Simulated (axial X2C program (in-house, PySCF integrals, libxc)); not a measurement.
Density and ELF of CrN

Calculated with an in-house all-electron X2C program for linear molecules (integrals from PySCF). Two-component (2c) means X2C with spin–orbit coupling and atomic mean-field two-electron Coulomb and Gaunt terms. Basis: Cr dyall-cv3z [9s10p6d3f2g], N dyall-av3z [7s7p3d2f] (cores contracted in-house); Gaussian nuclei, density fitting, unrestricted open shells. Masses: Cr 51.941 u, N 14.003 u.

PBE0, two-component, state Ω = 3/2 (⟨Sz⟩ = 1.50, ⟨Lz⟩ = 0.00 at PBE0); Cr at z = 0, N at z = 1.565 Å.

The maps cover the half plane through the axis: z from -2.4 to 3.6 Å along the bond, ρ from 0.15 to 2.25 Å away from it.

log10 of the density in e/bohr³:

```
 ρ\z  -2.4  -1.8  -1.2  -0.6   0.0   0.6   1.2   1.8   2.4   3.0   3.6
0.15  -3.1  -2.5  -1.8  -0.3   1.4  -0.3  -0.3  -0.1  -1.1  -2.2  -3.2
0.45  -3.1  -2.5  -1.9  -0.7   0.2  -0.6  -0.6  -0.5  -1.3  -2.3  -3.3
0.75  -3.2  -2.6  -2.1  -1.3  -0.7  -1.1  -1.0  -1.0  -1.6  -2.5  -3.4
1.05  -3.3  -2.8  -2.3  -1.7  -1.4  -1.6  -1.5  -1.6  -2.1  -2.8  -3.6
1.35  -3.5  -2.9  -2.5  -2.1  -1.9  -2.0  -2.0  -2.1  -2.5  -3.1  -3.9
1.65  -3.6  -3.1  -2.7  -2.4  -2.3  -2.4  -2.4  -2.6  -2.9  -3.5  -4.2
1.95  -3.8  -3.4  -3.0  -2.7  -2.7  -2.7  -2.9  -3.1  -3.4  -3.9  -4.5
2.25  -4.0  -3.6  -3.3  -3.1  -3.0  -3.1  -3.3  -3.5  -3.8  -4.3  -4.8
```

Electron localisation function (collinear form, no current term, damped to 0 at low density):

```
 ρ\z  -2.4  -1.8  -1.2  -0.6   0.0   0.6   1.2   1.8   2.4   3.0   3.6
0.15  0.61  0.49  0.13  0.76  0.79  0.57  0.60  0.13  0.91  0.64  0.14
0.45  0.59  0.53  0.13  0.47  0.82  0.34  0.82  0.81  0.88  0.57  0.11
0.75  0.54  0.58  0.20  0.21  0.57  0.20  0.79  0.83  0.78  0.44  0.06
1.05  0.43  0.63  0.36  0.22  0.27  0.22  0.65  0.68  0.58  0.27  0.02
1.35  0.26  0.64  0.53  0.36  0.27  0.26  0.44  0.44  0.32  0.11  0.00
1.65  0.11  0.56  0.61  0.48  0.37  0.26  0.23  0.20  0.13  0.03  0.00
1.95  0.03  0.35  0.58  0.50  0.41  0.22  0.10  0.07  0.03  0.00  0.00
2.25  0.01  0.11  0.39  0.44  0.34  0.14  0.04  0.01  0.00  0.00  0.00
```

Axial spin density in 10⁻³ e/bohr³:

```
 ρ\z  -2.4  -1.8  -1.2  -0.6    0.0   0.6    1.2     1.8   2.4   3.0   3.6
0.15   0.7   2.5   6.5  69.3  577.8  72.0  -88.8  -105.6  -8.6  -0.6  -0.1
0.45   0.7   2.3   6.5  42.9  333.2  44.3  -50.9   -65.3  -6.6  -0.5   0.0
0.75   0.6   2.0   6.0  25.4   85.6  23.2  -16.9   -22.2  -3.8  -0.4   0.0
1.05   0.5   1.6   4.7  14.3   27.5  11.2   -4.3    -6.7  -1.8  -0.2   0.0
1.35   0.3   1.1   3.1   7.5   10.8   5.3   -0.7    -2.0  -0.7  -0.1   0.0
1.65   0.2   0.7   1.9   3.8    4.6   2.5    0.1    -0.6  -0.3  -0.1   0.0
1.95   0.1   0.4   1.0   1.8    2.1   1.1    0.2    -0.2  -0.1   0.0   0.0
2.25   0.1   0.2   0.5   0.9    0.9   0.5    0.1     0.0   0.0   0.0   0.0
```

One determinant describes the state; a PBE0 search over occupations chose it and may have missed a lower one. Density functionals use the spin component along the axis (collinear). With several unpaired electrons one determinant need not be a pure state. This is the top spin component of a Σ state; components of lower Ω are not single determinants and can lie lower. The determinant is spin-polarised beyond a pure state at some levels (its spin-free form has ⟨S²⟩ too high), which makes Re and μ there less reliable.
